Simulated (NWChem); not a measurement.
System: SnF3 cation; SMILES [F][Sn+]([F])[F]

Excerpt of the output:

```
             Northwest Computational Chemistry Package (NWChem) 7.3.0
             --------------------------------------------------------

                             Geometry "geometry" -> ""
                             -------------------------

 Output coordinates in angstroms (scale by  1.889725989 to convert to a.u.)

  No.       Tag          Charge          X              Y              Z
 ---- ---------------- ---------- -------------- -------------- --------------
    1 Sn                  50.0000     0.00000000     0.00000000     0.00000000
    2 F                    9.0000     1.80836900    -0.48455100     0.00000000
    3 F                    9.0000    -1.32381800    -1.32381800     0.00000000
    4 F                    9.0000    -0.48455100     1.80836900     0.00000000

 Effective nuclear repulsion energy (a.u.)     421.2408275769

 Summary of "ao basis" -> "ao basis" (spherical)
 ------------------------------------------------------------------------------
       Tag                 Description            Shells   Functions and Types
 ---------------- ------------------------------  ------  ---------------------
 Sn                         def2-svp                10       26   4s4p2d
 F                          def2-svp                 6       14   3s2p1d

            General Information
            -------------------
          SCF calculation type: DFT
          Wavefunction type:  closed shell.
          No. of atoms     :     4
          No. of electrons :    48
           Alpha electrons :    24
            Beta electrons :    24
          Charge           :     1
          Spin multiplicity:     1
          Use of symmetry is: off; symmetry adaption is: off
          Maximum number of iterations: 150
          AO basis - number of functions:    68
                     number of shells:    28
          Convergence on energy requested:  1.00D-06
          Convergence on density requested:  1.00D-05
          Convergence on gradient requested:  5.00D-04

              XC Information
              --------------
          PerdewBurkeErnzerhof Exchange Functional  1.000
            Perdew 1991 LDA Correlation Functional  1.000 local
           PerdewBurkeErnz. Correlation Functional  1.000 non-local

             Grid Information
             ----------------
          Grid used for XC integration:  medium
          Radial quadrature: Mura-Knowles
          Angular quadrature: Lebedev.
          Tag              B.-S. Rad. Rad. Pts. Rad. Cut. Ang. Pts.
          ---              ---------- --------- --------- ---------
          Sn                  1.45      123           6.0       590
          F                   0.50       49           8.0       434
          Grid pruning is: on
          Number of quadrature shells:   270
          Spatial weights used:  Erf1

      Superposition of Atomic Density Guess
      -------------------------------------

 Sum of atomic energies:        -546.97327711

 Renormalizing density from      49.00 to     48

      Non-variational initial energy
      ------------------------------

 Total energy =    -506.269959
 1-e energy   =   -1182.595636
 2-e energy   =     468.772628
 HOMO         =      -0.982377
 LUMO         =      -0.548610

   convergence    iter        energy       DeltaE   RMS-Dens  Diis-err
 ---------------- ----- ----------------- --------- --------- ---------
 d= 0,ls=0.0,diis     1   -512.6781924169 -7.20D+02  6.01D-02  2.77D+00
 d= 0,ls=0.0,diis     2   -510.6680408505  2.01D+00  4.21D-02  2.30D+01
 d= 0,ls=0.0,diis     3   -512.9874065291 -2.32D+00  2.10D-03  3.10D-02
 d= 0,ls=0.0,diis     4   -512.9885102769 -1.10D-03  1.08D-03  6.73D-03
 d= 0,ls=0.0,diis     5   -512.9892012052 -6.91D-04  6.29D-05  9.39D-05
  Resetting Diis
 d= 0,ls=0.0,diis     6   -512.9892098217 -8.62D-06  2.56D-05  2.94D-06
 d= 0,ls=0.0,diis     7   -512.9892100829 -2.61D-07  1.34D-05  1.28D-07
 d= 0,ls=0.0,diis     8   -512.9892099996  8.33D-08  8.92D-06  1.01D-06

[...]

                                NWChem TDDFT Module
                                -------------------

            General Information
            -------------------
           No. of orbitals :     136
            Alpha orbitals :      68
             Beta orbitals :      68
        Alpha frozen cores :       0
         Beta frozen cores :       0
     Alpha frozen virtuals :       0
      Beta frozen virtuals :       0
         Spin multiplicity :       1
    Number of AO functions :      68
        Use of symmetry is : off
      Symmetry adaption is : off
         Schwarz screening :  0.10D-07

              XC Information
              --------------
   PerdewBurkeErnzerhof Exchange Functional   1.00
     Perdew 1991 LDA Correlation Functional   1.00 local
    PerdewBurkeErnz. Correlation Functional   1.00 non-local

             TDDFT Information
             -----------------
          Calculation type : TDDFT
         Wavefunction type : Restricted singlets
          No. of electrons :      48
           Alpha electrons :      24
            Beta electrons :      24
              No. of roots :       8
          Max subspacesize :    5600
            Max iterations :     100
               Target root :       1
           Target symmetry : none
      Symmetry restriction : off
                 Algorithm : Optimal
        Davidson threshold :  0.10D-03

    8 smallest eigenvalue differences (eV)
--------------------------------------------------------
  No. Spin  Occ  Vir  Irrep   E(Occ)    E(Vir)   E(Diff)
--------------------------------------------------------
    1    1   24   25 a        -0.609    -0.465     3.925
    2    1   23   25 a        -0.615    -0.465     4.087
    3    1   22   25 a        -0.615    -0.465     4.087
    4    1   21   25 a        -0.616    -0.465     4.101
    5    1   20   25 a        -0.616    -0.465     4.101
    6    1   19   25 a        -0.638    -0.465     4.717
    7    1   18   25 a        -0.675    -0.465     5.717
    8    1   17   25 a        -0.675    -0.465     5.717
--------------------------------------------------------

  Entering Davidson iterations
  Restricted singlet excited states

  Iter   NTrls   NConv    DeltaV     DeltaE      Time
  ----  ------  ------  ---------  ---------  ---------
    1      8       0     0.52E+00   0.10+100        3.3
    2     16       0     0.19E+00   0.81E-01        2.6
    3     32       0     0.32E-01   0.16E-01        4.4
    4     48       0     0.37E-02   0.17E-03        4.4
    5     64       3     0.23E-02   0.48E-05        4.4
    6     74       6     0.44E-03   0.25E-05        3.1
    7     78       7     0.14E-03   0.83E-07        1.9
    8     80       8     0.92E-04   0.96E-08        1.4
  ----  ------  ------  ---------  ---------  ---------
  Convergence criterion met

  Ground state a        -512.989209999607 a.u.

  ----------------------------------------------------------------------------
  Root   1 singlet a              0.151330140 a.u.                4.1179 eV
  ----------------------------------------------------------------------------
     Transition Moments    X -0.00011   Y  0.00009   Z  0.00000
     Dipole Oscillator Strength                    0.0000000020
     Electric Quadrupole                           0.0000000000
     Magnetic Dipole                               0.0000001845
     Total Oscillator Strength                     0.0000001865

     Occ.   24  a   ---  Virt.   25  a   -1.00007 X
  ----------------------------------------------------------------------------
  Root   2 singlet a              0.156893207 a.u.                4.2693 eV
  ----------------------------------------------------------------------------
     Transition Moments    X -0.00000   Y -0.00000   Z -0.00007
     Dipole Oscillator Strength                    0.0000000006
     Electric Quadrupole                           0.0000000052
     Magnetic Dipole                               0.0000000303
     Total Oscillator Strength                     0.0000000360

     Occ.   23  a   ---  Virt.   25  a   -0.99993 X
  ----------------------------------------------------------------------------
  Root   3 singlet a              0.156899217 a.u.                4.2694 eV
  ----------------------------------------------------------------------------
     Transition Moments    X  0.00000   Y  0.00000   Z -0.00001
     Dipole Oscillator Strength                    0.0000000000
     Electric Quadrupole                           0.0000000052
     Magnetic Dipole                               0.0000000302
     Total Oscillator Strength                     0.0000000355

     Occ.   22  a   ---  Virt.   25  a   -0.99993 X
  ----------------------------------------------------------------------------
  Root   4 singlet a              0.162097890 a.u.                4.4109 eV
  ----------------------------------------------------------------------------
     Transition Moments    X  0.24799   Y -0.27829   Z  0.00000
     Dipole Oscillator Strength                    0.0150151594
     Electric Quadrupole                           0.0000000002
     Magnetic Dipole                               0.0000000000
     Total Oscillator Strength                     0.0150151596

     Occ.   17  a   ---  Virt.   25  a   -0.17611 X
     Occ.   21  a   ---  Virt.   25  a    0.98187 X
     Occ.   22  a   ---  Virt.   26  a    0.07248 X
  ----------------------------------------------------------------------------
  Root   5 singlet a              0.162103032 a.u.                4.4110 eV
  ----------------------------------------------------------------------------
     Transition Moments    X -0.27829   Y -0.24800   Z  0.00000
     Dipole Oscillator Strength                    0.0150160009
     Electric Quadrupole                           0.0000000002
     Magnetic Dipole                               0.0000000000
     Total Oscillator Strength                     0.0150160012

[...]
```

Level: PBE/def2-SVP with def2 effective core potentials on Sn, full TDDFT. Coordinates come from a PBE0/def2-SVP optimisation. def2 effective core potentials on Sn; no spin-orbit coupling.

Q: Reconstruct the input file.

A: One answer among several that fit: the input that was run:
```
start job
memory heap 200 mb stack 900 mb global 1100 mb
charge 1
geometry units angstroms noautosym nocenter noautoz
  Sn     0.000000     0.000000     0.000000
  F      1.808369    -0.484551     0.000000
  F     -1.323818    -1.323818     0.000000
  F     -0.484551     1.808369     0.000000
end
basis spherical
  Sn library def2-svp
  F library def2-svp
end
ecp
  Sn library def2-ecp
end
dft
  xc xpbe96 cpbe96
  iterations 150
end
tddft
  nroots 8
  notriplet
end
task tddft energy
```
